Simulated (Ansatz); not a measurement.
`[CH3][SnH]([F])[Cl]` + CH₃SH → `C[S][SnH]([CH3])[F]` + HCl at 500 K and 1 bar (ligand exchange at the Sn–Cl bond).

Computed with Ansatz on PBE0-D4/def2-TZVP structures; ΔE is electronic, products minus reactants. CCSD(T)/CBS adds triple-zeta CCSD(T) − MP2 to the extrapolated MP2 energy (def2 sets, frozen cores). This one scheme is used for every species. Elements past krypton have def2 core potentials. For Sn outer-core shells are correlated without core-valence functions, which leaves a few kJ/mol of doubt a bond. Each species was taken in one conformer, which may not be the lowest.

| species | CCSD(T)/CBS energy (Eh) | H − E (kJ/mol) | S (J/(mol·K)) |
| --- | --- | --- | --- |
| `[CH3][SnH]([F])[Cl]` | -814.13902 | 163.8 | 413.9 |
| CH₃SH | -438.22835 | 145.1 | 283.7 |
| `C[S][SnH]([CH3])[F]` | -791.97424 | 277.4 | 488.9 |
| HCl | -460.38127 | 32.5 | 201.9 |

H − E and S are ideal-gas, rigid-rotor, harmonic terms from PBE0-D4/def2-TZVP, for one conformer and one mirror image of each species. 1 Eh = 2625.50 kJ/mol, R = 8.31446 J/(mol·K).

By hand: ΔE, ΔH, ΔS and ΔG.

ΔE = (-791.97424) + (-460.38127) − (-814.13902) − (-438.22835) = 0.01186 Eh = 31.1 kJ/mol. Δ(H − E) = 277.4 + 32.5 − 163.8 − 145.1 = 1.0, so ΔH = 32.1 kJ/mol. ΔS = 488.9 + 201.9 − 413.9 − 283.7 = -6.8 J/(mol·K). ΔG = 32.1 − 500 × (-6.8)/1000 = 35.5 kJ/mol.

By hand: the equilibrium constant, and the temperature at which ΔG would vanish if ΔH and ΔS stayed fixed.

log₁₀ K = −ΔG/(RT ln 10) = -3.7. ΔH and −TΔS have one sign here, so there is no such temperature.

The number of gas molecules stays the same, so ΔS is small and ΔH decides. A doubt of 5 kJ/mol in ΔE shifts log₁₀ K by 0.5 here. Other conformers and mirror images would add mixing entropy, several J/(mol·K) or more a flexible species. Modes under 60 cm⁻¹, often nearly free rotors, make the harmonic entropy too high. These are equilibria of isolated gas molecules and say nothing of rates. Largest T1 diagnostic: 0.012 (customary marks: 0.02 for closed shells, 0.045 for open ones).

ΔS is within the doubt of such terms, so its sign, and with it that verdict, could turn.
